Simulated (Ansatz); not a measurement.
Consider the cleavage of the In–B bond: `[BH2][InH][F]` + HCl → `[F][InH][Cl]` + BH₃.

Calculated with Ansatz (gas phase, PBE0-D4/def2-TZVP geometries, no zero-point term in ΔE). CCSD(T)/CBS is the MP2 limit (def2-TZVPP, def2-QZVPP) plus CCSD(T) − MP2 in def2-TZVPP, frozen cores. This one scheme is used for every species. Functionals use def2-TZVPP. def2 core potentials past Kr. For In outer-core shells are correlated without core-valence functions, which leaves a few kJ/mol of doubt a bond.

`[BH2][InH][F]`:

Cartesian coordinates in Å:
```
B 1.212 0.314 -0.084
In -0.972 -0.164 -0.186
F -1.518 -0.895 1.565
H 2.035 -0.503 -0.371
H 1.591 1.387 0.280
H -2.348 -0.138 -1.203
```

HCl:

Cartesian coordinates in Å:
```
Cl -0.185 -0.199 -0.579
H 0.185 0.199 0.579
```

`[F][InH][Cl]`:

```xyz
4

F    -0.712   -0.547    1.649
In    0.183   -0.077   -0.007
Cl   -1.224    1.219   -1.292
H     1.753   -0.596   -0.349
```

BH₃:

Cartesian coordinates in Å:
```
B 0.000 0.000 0.000
H -0.581 0.690 0.781
H -0.210 -1.175 -0.030
H 0.791 0.484 -0.751
```

```csv
level,ΔE (kcal/mol)
revPBE,-25.6
HF/def2-QZVPP,-34.4
```

Problem. What does CCSD(T)/CBS give? (Best estimate.)

Solution. Ansatz gave: -27.9 kcal/mol. The listed levels differ from it by 2.3, -6.5 kcal/mol.

Largest T1 diagnostic among the species: 0.015.

In def2-TZVPP, CCSD(T) changes the Hartree–Fock value by +7.3 kcal/mol (the triples alone add +0.2 kcal/mol) and MP2 by +6.0 kcal/mol. Leaving LDA and LC-ωPBE aside and taking each functional with its dispersion term where it has one, the values, not all of them listed here, spread over 5.1 kcal/mol, from BHLYP-D4 to PBE-D4. LDA lies +2.2 kcal/mol from PBE without D4. From PBE to PBE0 (25 % exact exchange), in def2-TZVPP and without D4, ΔE moves by −1.6 kcal/mol.
